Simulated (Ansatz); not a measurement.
System: C₃H₁₁NO₃Si (charge 0, singlet). 
Geometry from a B3LYP-D3(BJ)/def2-TZVP (Ansatz, a first-principles code) optimisation:
```xyz
19

Si    -0.0051    -0.0146     0.3161
O      0.7458     1.3819    -0.0867
C      0.0903     2.6242    -0.2642
O     -1.2101    -0.1780    -0.7821
C     -2.0843    -1.2926    -0.8550
O      1.1382    -1.1746     0.2637
C      2.1676    -1.2494    -0.7114
N     -0.6876    -0.1188     1.8707
H     -0.6603     2.5635    -1.0564
H      0.8383     3.3676    -0.5404
H     -0.3975     2.9495     0.6608
H     -2.9034    -1.0390    -1.5284
H     -1.5638    -2.1699    -1.2484
H     -2.4946    -1.5448     0.1265
H      2.8380    -2.0613    -0.4297
H      2.7324    -0.3161    -0.7597
H      1.7552    -1.4619    -1.7018
H     -0.1223    -0.2855     2.6861
H     -1.5709     0.3060     2.0960
```

Property: atomisation energy (electronic, to ground-state atoms), in kcal/mol. Correlated levels leave the core frozen unless marked. UHF or UKS for open shells. No spin-orbit coupling. Non-relativistic. 

| level | program | atomisation energy (kcal/mol) | rough core time |
|---|---|---|---|
| HF/cc-pV(D+d)Z | Ansatz | 1247.4 | - |
| r2SCAN-D3(BJ)/def2-TZVPD | Ansatz + dftd3 | 1794.4 | 29 s |
| PBE0-D3(BJ)/def2-TZVP | Ansatz + dftd3 | 1788.8 | under 20 s |
| CAM-B3LYP-D3(BJ)/def2-TZVPD | Ansatz + dftd3 | 1806.1 | 60 s |
| wB97M-V/def2-TZVPD | Ansatz | 1799.8 | 2.6 min |
| CCSD(T)/aug-cc-pV(D+d)Z | Ansatz | 1666.2 | - |

Core times are rough, on shared machines, summed over the molecules involved; a dash marks a level read off another run, or run on other hardware, by another program or under a memory cap.
